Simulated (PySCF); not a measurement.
Compound: C4H10OSi.
Cartesian coordinates in Å at the PBE0-D3(BJ)/def2-SVP level; atoms count from 1:
```
atom  x, y, z in Å
O1     2.4224    0.8321    0.2082
Si2    0.9805    0.2905    0.8611
C3     0.4105   -1.4210    0.2799
C4    -0.7684   -1.1178   -0.6579
C5    -1.5512    0.0719   -0.0891
C6    -0.5624    1.2013    0.2405
H7     2.4706    0.8806   -0.7504
H8     1.2084    0.3841    2.3303
H9     1.2024   -2.0197   -0.1963
H10    0.0650   -1.9957    1.1574
H11   -1.4218   -1.9929   -0.8084
H12   -0.3841   -0.8458   -1.6578
H13   -2.3437    0.3999   -0.7817
H14   -2.0632   -0.2496    0.8355
H15   -0.9696    1.9386    0.9488
H16   -0.2965    1.7604   -0.6749
```

Theory: TDDFT B3LYP/def2-SVPD, vertical, gas phase, core orbitals frozen in the response in PySCF 2.14.0, density-fitted response routines.

Transition dipole moments from the ground state, in atomic units and in the frame of the coordinates above (overall signs are arbitrary), for the states with f of 0.002 or more among the lowest 10:

```csv
state,E (eV),μx,μy,μz
S1,6.446,0.099,-0.246,0.018
S2,6.963,-0.057,0.173,-0.036
S6,7.747,0.357,0.223,0.267
S7,8.011,-0.006,-0.269,0.005
S8,8.102,0.119,0.032,-0.185
S9,8.224,0.205,-0.134,0.360
S10,8.297,-0.180,0.039,0.087
```

Problem. Work out the oscillator strengths.

Solution. f = (2/3) ΔE |μ|² with ΔE in hartree (27.2114 eV).

```tsv
state	|μ|² (au)	|μ| (D)	f
S1	0.071	0.68	0.011
S2	0.035	0.47	0.006
S6	0.248	1.27	0.047
S7	0.072	0.68	0.014
S8	0.049	0.57	0.010
S9	0.190	1.11	0.038
S10	0.041	0.52	0.008
```

Problem. Which bond between heavy atoms lies closest to the direction of the S6 transition dipole?

Solution. C5–C6, at 25° from it; next C3–C4 and Si2–C3 at 38°.

Problem. What angle do the transition dipoles of S7 and S9 make?

Solution. |cos θ| = |μa·μb| / (|μa| |μb|) = 0.31, so θ ≈ 72° (taken between 0 and 90°, since the signs are arbitrary).

Problem. What peak molar absorption coefficient would the strongest computed level give as a lone Gaussian band 0.4 eV wide at half height?

Solution. ε(max) = 2.175×10⁸ f / FWHM, with the width in cm⁻¹. S6: 2.175×10⁸ × 0.0471 / 3226 ≈ 3200 L mol⁻¹ cm⁻¹.

The vertical ionisation energy (ΔSCF) is 9.57 eV, 1.28 eV above S10.

On Arm Neoverse V1, one thread, no GPU (shared host), this took 95 s (grids of density and orbitals included) and 0.95 GiB of memory at its peak.

One conformer stands for the species.
